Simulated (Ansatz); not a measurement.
Computed with Ansatz on PBE0-D4/def2-TZVP structures; ΔE is electronic, products minus reactants. CCSD(T)/CBS adds triple-zeta CCSD(T) − MP2 to the extrapolated MP2 energy (def2 sets, frozen cores). Functionals use def2-TZVPP. B3LYP here is the variant with VWN-RPA as its local correlation; programs differ in this. HSE06 is defined as in plane-wave codes. def2 core potentials past Kr. For Br, Cd outer-core shells are correlated without core-valence functions, which leaves a few kJ/mol of doubt a bond. Scalar relativity is left out up to krypton. Each species was taken in one conformer, which may not be the lowest.

Reaction (redistribution): `[CH3][Cd][O]C(C)(C)C` + `O[Si]Br` → `[CH3][Cd][Br]` + `CC(C)(C)O[Si]O`

`[CH3][Cd][O]C(C)(C)C`:

Cartesian coordinates in Å:
```
C 3.617 -1.562 0.606
Cd 1.945 -0.329 0.401
O 0.456 0.970 0.245
C -0.851 0.603 -0.108
C -1.676 1.887 -0.118
C -1.430 -0.372 0.915
C -0.873 -0.032 -1.497
H 3.472 -2.481 0.037
H 4.505 -1.051 0.232
H 3.768 -1.815 1.656
H -2.718 1.695 -0.387
H -1.648 2.352 0.870
H -1.253 2.593 -0.837
H -1.380 0.065 1.915
H -2.471 -0.626 0.697
H -0.855 -1.306 0.919
H -0.422 0.647 -2.224
H -1.888 -0.270 -1.824
H -0.298 -0.967 -1.498
```

`O[Si]Br`:

```xyz
4

O    -0.330   -0.120    1.057
Si   -0.151    1.120    0.006
Br    0.604    0.023   -1.855
H    -0.123   -1.022    0.792
```

`[CH3][Cd][Br]`:

```xyz
6

C    -0.724   -0.518   -0.241
Cd    0.924    0.662    0.308
Br    2.829    2.027    0.942
H    -0.603   -0.858   -1.269
H    -0.789   -1.382    0.420
H    -1.637    0.070   -0.159
```

`CC(C)(C)O[Si]O`:

```xyz
17

C    -1.305    0.282   -0.915
C    -0.086    0.273   -0.004
C     1.010    1.160   -0.575
C    -0.467    0.726    1.397
O     0.467   -1.038    0.122
Si    0.026   -2.492   -0.530
O     1.196   -3.438    0.139
H    -1.705    1.296   -0.992
H    -1.048   -0.059   -1.921
H    -2.093   -0.367   -0.526
H     1.894    1.126    0.066
H     0.671    2.196   -0.646
H     1.294    0.820   -1.573
H     0.403    0.688    2.055
H    -0.849    1.749    1.382
H    -1.240    0.074    1.810
H     1.831   -2.994    0.713
```

```json
{"level": "LDA (SPW92)", "ΔE (kcal/mol)": "-31.3", "difference from CCSD(T)/CBS": "3.0"}
{"level": "revPBE-D4", "ΔE (kcal/mol)": "-28.9", "difference from CCSD(T)/CBS": "5.4"}
{"level": "BLYP-D4", "ΔE (kcal/mol)": "-30.1", "difference from CCSD(T)/CBS": "4.2"}
{"level": "r2SCAN-D4", "ΔE (kcal/mol)": "-32.8", "difference from CCSD(T)/CBS": "1.5"}
{"level": "B97M-V", "ΔE (kcal/mol)": "-33.2", "difference from CCSD(T)/CBS": "1.1"}
{"level": "PBE0-D4", "ΔE (kcal/mol)": "-33.8", "difference from CCSD(T)/CBS": "0.5"}
{"level": "B3LYP-D4", "ΔE (kcal/mol)": "-33.5", "difference from CCSD(T)/CBS": "0.8"}
{"level": "r2SCANh-D4", "ΔE (kcal/mol)": "-34.0", "difference from CCSD(T)/CBS": "0.3"}
{"level": "r2SCAN0-D4", "ΔE (kcal/mol)": "-35.6", "difference from CCSD(T)/CBS": "-1.3"}
{"level": "HSE06-D4", "ΔE (kcal/mol)": "-33.7", "difference from CCSD(T)/CBS": "0.6"}
{"level": "BHLYP-D4", "ΔE (kcal/mol)": "-37.8", "difference from CCSD(T)/CBS": "-3.5"}
{"level": "CAM-B3LYP-D4", "ΔE (kcal/mol)": "-35.7", "difference from CCSD(T)/CBS": "-1.4"}
{"level": "ωB97X-V", "ΔE (kcal/mol)": "-35.3", "difference from CCSD(T)/CBS": "-1.0"}
{"level": "ωB97M-V", "ΔE (kcal/mol)": "-35.0", "difference from CCSD(T)/CBS": "-0.7"}
{"level": "B2PLYP", "ΔE (kcal/mol)": "-33.9", "difference from CCSD(T)/CBS": "0.4"}
{"level": "PBE-QIDH", "ΔE (kcal/mol)": "-35.4", "difference from CCSD(T)/CBS": "-1.1"}
{"level": "PBE", "ΔE (kcal/mol)": "-30.1", "difference from CCSD(T)/CBS": "4.2"}
{"level": "revPBE", "ΔE (kcal/mol)": "-29.7", "difference from CCSD(T)/CBS": "4.6"}
{"level": "r2SCAN", "ΔE (kcal/mol)": "-32.8", "difference from CCSD(T)/CBS": "1.5"}
{"level": "PBE0", "ΔE (kcal/mol)": "-34.0", "difference from CCSD(T)/CBS": "0.3"}
{"level": "B3LYP", "ΔE (kcal/mol)": "-34.0", "difference from CCSD(T)/CBS": "0.3"}
{"level": "r2SCANh", "ΔE (kcal/mol)": "-34.0", "difference from CCSD(T)/CBS": "0.3"}
{"level": "r2SCAN0", "ΔE (kcal/mol)": "-35.6", "difference from CCSD(T)/CBS": "-1.3"}
{"level": "HSE06", "ΔE (kcal/mol)": "-33.9", "difference from CCSD(T)/CBS": "0.4"}
{"level": "BHLYP", "ΔE (kcal/mol)": "-38.1", "difference from CCSD(T)/CBS": "-3.8"}
{"level": "CAM-B3LYP", "ΔE (kcal/mol)": "-35.8", "difference from CCSD(T)/CBS": "-1.5"}
{"level": "LC-ωPBE", "ΔE (kcal/mol)": "-35.6", "difference from CCSD(T)/CBS": "-1.3"}
{"level": "RPA@PBE/def2-TZVPP", "ΔE (kcal/mol)": "-31.3", "difference from CCSD(T)/CBS": "3.0"}
{"level": "HF/def2-SVP", "ΔE (kcal/mol)": "-40.9", "difference from CCSD(T)/CBS": "-6.6"}
{"level": "MP2/def2-SVP", "ΔE (kcal/mol)": "-33.2", "difference from CCSD(T)/CBS": "1.1"}
{"level": "CCSD/def2-SVP", "ΔE (kcal/mol)": "-33.7", "difference from CCSD(T)/CBS": "0.6"}
{"level": "HF/def2-TZVPP", "ΔE (kcal/mol)": "-42.9", "difference from CCSD(T)/CBS": "-8.6"}
{"level": "MP2/def2-TZVPP", "ΔE (kcal/mol)": "-33.2", "difference from CCSD(T)/CBS": "1.1"}
{"level": "SCS-MP2/def2-TZVPP", "ΔE (kcal/mol)": "-34.0", "difference from CCSD(T)/CBS": "0.3"}
{"level": "CCSD/def2-TZVPP", "ΔE (kcal/mol)": "-35.1", "difference from CCSD(T)/CBS": "-0.8"}
{"level": "HF/def2-QZVPP", "ΔE (kcal/mol)": "-42.9", "difference from CCSD(T)/CBS": "-8.6"}
{"level": "MP2/def2-QZVPP", "ΔE (kcal/mol)": "-33.7", "difference from CCSD(T)/CBS": "0.6"}
{"level": "SCS-MP2/def2-QZVPP", "ΔE (kcal/mol)": "-34.5", "difference from CCSD(T)/CBS": "-0.2"}
{"level": "MP2/CBS(def2)", "ΔE (kcal/mol)": "-34.0", "difference from CCSD(T)/CBS": "0.3"}
{"level": "CCSD/CBS(def2)", "ΔE (kcal/mol)": "-35.9", "difference from CCSD(T)/CBS": "-1.6"}
{"level": "CCSD(T)/CBS", "ΔE (kcal/mol)": "-34.3", "difference from CCSD(T)/CBS": "0"}
```

Largest T1 diagnostic among the species: 0.014.

From BLYP to BHLYP (50 % exact exchange), in def2-TZVPP and without D4, ΔE moves by −7.4 kcal/mol. At CCSD(T), def2-SVP lies +1.7 kcal/mol from the extrapolated value and def2-TZVPP +0.8 kcal/mol.
